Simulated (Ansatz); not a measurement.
Relaxation of FH7HfN2OS (13 atoms, charge 0, multiplicity 1), to a largest force component of 0.03 eV/Å in at most 50 steps.

These are results of RKS PBE-D4/def2-SVP in Ansatz, not measurements.

```xyz
13
Properties=species:S:1:pos:R:3
Hf 0.094 -0.019 -0.029
F -0.051 0.137 1.935
N 2.050 0.092 -0.589
H 2.533 -0.526 -1.250
H 2.751 0.706 -0.156
N -0.795 1.586 -0.927
H -1.787 1.809 -0.775
H -0.408 2.257 -1.599
O -0.585 -1.720 -0.704
H -1.248 -2.166 -1.252
S -3.330 0.255 1.468
H -3.324 -1.106 1.437
H -2.150 0.277 2.194
```

Task: Where does it end, and by what steps?

Result: It converged. After 10 steps the energy has fallen by 0.046 eV; S11 moved furthest, 0.44 Å. Joined: Hf1–S11 (3.75 → 3.18 Å).

```csv
step,energy less start (eV),largest force component (eV/Å),accepted
0,0.0000,0.455,yes
1,-0.0151,0.169,yes
2,-0.0235,0.118,yes
3,-0.0321,0.110,yes
4,-0.0358,0.159,yes
5,-0.0392,0.165,yes
6,-0.0423,0.169,yes
7,-0.0446,0.124,yes
8,-0.0429,0.143,no
9,-0.0456,0.040,yes
10,-0.0457,0.013,yes
```

```xyz
13
Properties=species:S:1:pos:R:3
Hf -0.038 0.001 0.049
F 0.053 0.237 2.000
N 1.909 0.069 -0.554
H 2.348 -0.533 -1.258
H 2.642 0.641 -0.119
N -0.813 1.627 -0.940
H -1.782 1.955 -0.869
H -0.313 2.231 -1.600
O -0.670 -1.728 -0.634
H -1.247 -2.152 -1.284
S -2.992 0.142 1.214
H -3.054 -1.208 1.379
H -2.291 0.301 2.372
```

Whether the end is a true minimum wasn't checked by a vibrational analysis.

Run time: 29 s on 4 threads of Arm Neoverse V1 (shared host), peak memory 0.19 GiB.
